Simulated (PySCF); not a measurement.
From results back to the method.

CH₇NOSi.
SMILES: `O[SiH2]CN`

The closed-shell ground state was solved 7 times with PySCF (density fitting, gas phase), always in the pcSseg-2 basis (249 functions), with these functionals: B3LYP, CAM-B3LYP, HF, LC-wPBE, PBE, PBE0 and wB97X-D. Isolated species at its PBE0-D3(BJ)/def2-SVP geometry (one conformer only).

| row | total energy (Eh) | HOMO (eV) | LUMO (eV) | dipole (D) |
| --- | --- | --- | --- | --- |
| P | -461.8570 | -9.35 | 1.83 | 3.40 |
| Q | -461.7299 | -10.25 | 2.02 | 3.45 |
| R | -461.5585 | -6.05 | -0.72 | 3.34 |
| S | -461.5954 | -7.46 | 0.08 | 3.38 |
| T | -461.8530 | -8.90 | 0.82 | 3.42 |
| U | -461.9448 | -7.24 | -0.23 | 3.36 |
| V | -460.3062 | -10.93 | 2.43 | 3.43 |

Q: Which functional belongs to which row?

A: P = wB97X-D, Q = LC-wPBE, R = PBE, S = PBE0, T = CAM-B3LYP, U = B3LYP, V = HF. By rising HOMO–LUMO gap: PBE (GGA) 5.33 eV; B3LYP (global hybrid, 20 % exact exchange) 7.01 eV; PBE0 (global hybrid, 25 % exact exchange) 7.54 eV; CAM-B3LYP (range-separated hybrid) 9.72 eV; wB97X-D (range-separated hybrid) 11.18 eV; LC-wPBE (range-separated hybrid) 12.27 eV; HF (all exact exchange) 13.36 eV. Total energies of different functionals aren't bounds to one another; each is stationary for its own functional.

The values belong to the conformer `[NH2:1][CH2:2][SiH2:3][OH:4]`: N1–C2–Si3–O4 -34°, H–N1–C2–Si3 -80°, H–N1–C2–Si3 162°, H–O4–Si3–C2 17°.

Note: wB97X-D ran without an empirical dispersion term, which enters the total energy and its gradient alone.
